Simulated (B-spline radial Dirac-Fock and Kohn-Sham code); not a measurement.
What relativity does to the binding energies of Sr³⁺

System: the Sr³⁺ ion in the configuration [Ar] 3d10 4s2 4p5.

Both columns are ΔSCF binding energies of the configuration average from a radial atomic solver: non-relativistic Hartree-Fock with a point nucleus, and Dirac-Fock with a finite nucleus and the Coulomb interaction alone, averaged over the two j levels with weights 2j+1.

| shell | Hartree-Fock (eV) | Dirac-Fock (eV) | shift (eV) | shift (%) |
| --- | --- | --- | --- | --- |
| 1s | 15862.0 | 16185.4 | +323.40 | +2.04 |
| 2s | 2192.5 | 2267.0 | +74.49 | +3.40 |
| 3s | 389.1 | 402.3 | +13.20 | +3.39 |
| 3d | 176.7 | 174.0 | -2.68 | -1.51 |
| 4s | 77.09 | 78.80 | +1.71 | +2.22 |
| 4p | 56.07 | 56.24 | +0.17 | +0.31 |

Relativity binds 1s, 2s, 3s, 4s, 4p more strongly, among those listed most of all 2s in relative terms, and 3d more weakly, because the contracted s and p shells screen the nucleus better.

Values without a named source are computed, but for edge energies of neutral atoms, which are taken from tables.
